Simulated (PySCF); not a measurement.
Tc²⁺ (technetium, charge +2) across methods

[Kr] 4d4 5s1, high-spin 6D determinant (an excited configuration). Calculation: PySCF 2.14, in x2c-TZVPPall (8s6p6d2f1g, 79 functions); scalar relativity by spin-free X2C-1e. The B2PLYP total includes its PT2 part (frozen core); its orbital energies are those of the SCF part.

| method | E (hartree) | mean ε 4p β (eV) | mean ε 4d α (eV) | mean ε 5s α (eV) | Σ⟨r²⟩ (bohr²) | ⟨S²⟩ |
| --- | --- | --- | --- | --- | --- | --- |
| LDA | -4279.33 | -64.114 | -27.262 | -21.087 | 35.71 | 8.750 |
| UHF | -4282.10761 | -72.352 | -33.809 | -23.186 | 35.80 | 8.753 |
| r2SCAN | -4284.25 | -64.641 | -27.757 | -20.977 | 35.65 | 8.751 |
| BHandHLYP | -4284.25 | -68.698 | -30.588 | -22.011 | 35.64 | 8.751 |
| B97-3 | -4283.94 | -66.651 | -28.975 | -21.333 | 35.61 | 8.751 |
| r2SCAN0 | -4284.24 | -66.892 | -29.464 | -21.684 | 35.61 | 8.752 |
| B2PLYP | -4283.71 | -68.633 | -30.656 | -22.041 | 35.70 | 8.751 |
| PBE | -4283.85 | -63.793 | -27.226 | -20.756 | 35.68 | 8.751 |
| PBE0 | -4283.93 | -66.314 | -29.085 | -21.467 | 35.62 | 8.751 |
